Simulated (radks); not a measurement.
The numbers below are computed, except where a source is named.
Q: Radial electron density D(r) = 4 pi r^2 rho(r) of an atom or ion with 19 electrons. Code: a radial shooting solver on a logarithmic mesh with Libxc functionals. Model: scalar-relativistic Kohn-Sham, LDA (Slater exchange, VWN5 correlation), spin-polarised, spherical densities, finite nucleus; Fermi nuclear charge, rms radius of each element as measured or else 0.836 A^(1/3) + 0.57 fm.

r (bohr)  D(r) (e/bohr)  spin D(r)
0.00165           9.731  -0.000135
0.002048          13.51  -0.000187
0.002541          18.53  -0.000255
0.003154          25.02  -0.000342
0.003914          33.14  -0.000449
0.004858          42.86  -0.000573
0.006078          54.26  -0.000711
0.007543          65.66  -0.000831
0.009362          76.06  -0.000892
0.01162           83.70  -0.000780
0.01442           86.93  -0.000187
0.0179            85.29    0.00179
0.02221           80.52    0.00774
0.02757           76.95     0.0248
0.03421           79.71     0.0708
0.0428            91.17      0.193
0.05312           104.5      0.463
0.06593           107.9       1.01
0.08183           92.66       1.97
0.1016            65.83       3.34
0.126             47.31       4.80
0.1564            47.86       5.64
0.1942            53.38       5.17
0.241             44.16       3.49
0.3015            22.36       1.55
0.3741            6.641      0.441
0.4643            1.031     0.0703
0.5763          0.07336    0.00547
0.7153         0.002024   0.000176

What is the nuclear charge?

A: Z = 65. The innermost maximum, from 1s, lies near gamma/Z bohr with gamma = sqrt(1 - (Z/c)^2) = 0.880, here 0.0135 bohr (found: 0.0149), and its height grows with Z. The density is that of the terbium ion Tb46+ in [Ar] 3d1; the configuration itself is not fixed sharply by these data, and Z only to a few units. D(r) has 3 maxima, at r = 0.0149, 0.0618, 0.194 bohr, and minima at 0.0285, 0.139 bohr, inside which lie 1.94, 10.61 electrons.
